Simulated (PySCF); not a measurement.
## Cl⁺: ionisation energy

Cl⁺ [Ne] 3s2 3p4 (3P) → Cl²⁺ [Ne] 3s2 3p3 (4S), as a difference of total energies. Calculation: PySCF 2.14, in cc-pV(D+d)Z; the non-relativistic Hamiltonian (point nucleus). Correlated levels: valence: [Ne] frozen. The calculations carry no spin-orbit coupling.

| method | ionisation energy (eV) |
| --- | --- |
| UHF | 22.562 |
| M06-L | 23.677 |
| PBE | 23.841 |
| MP2 (valence) | 23.013 |
| SCS-MP2 (valence) | 23.037 |
| CCSD (valence) | 23.019 |
| CCSD(T) (valence) | 23.028 |

Question: How much does correlation contribute at CCSD(T) (valence)?

Answer: 23.028 − (22.562) = 0.466 eV, measured against UHF.

Errors of the correlated levels include the incompleteness of this basis and the frozen core.

For comparison: 23.771 eV (measured; NIST levels, between the centres of gravity of the two terms).
